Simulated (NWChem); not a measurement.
# hydrogen selenide (H₂Se); SMILES [SeH2]

```xyz
3

Se     0.0000     0.0000     0.0820
H      1.0538     0.0000    -0.9617
H     -1.0538     0.0000    -0.9617
```
Atoms are numbered in this order, from 1.

Program: NWChem. All runs use the structure optimised with PBE-D3(BJ)/def2-SVP. B3LYP is NWChem's, with the RPA form of VWN correlation. GIAO values for the isolated, static molecule; σ is the absolute isotropic shielding. Spin-orbit effects, on the heavy nuclei and on their neighbours, are missing.

```tsv
level	basis functions	σ Se1 (ppm)	σ H2 (ppm)
B3LYP/pcSseg-0	29	1994.6	[?]
B3LYP/pcSseg-1	51	2004.3	30.13
B3LYP/pcSseg-2	91	2022.2	30.05
B3LYP/pcSseg-3	157	2026.8	30.05
```

Task: What belongs in the gaps?

Result: 
- B3LYP/pcSseg-0, σ H2 (ppm): 31.75
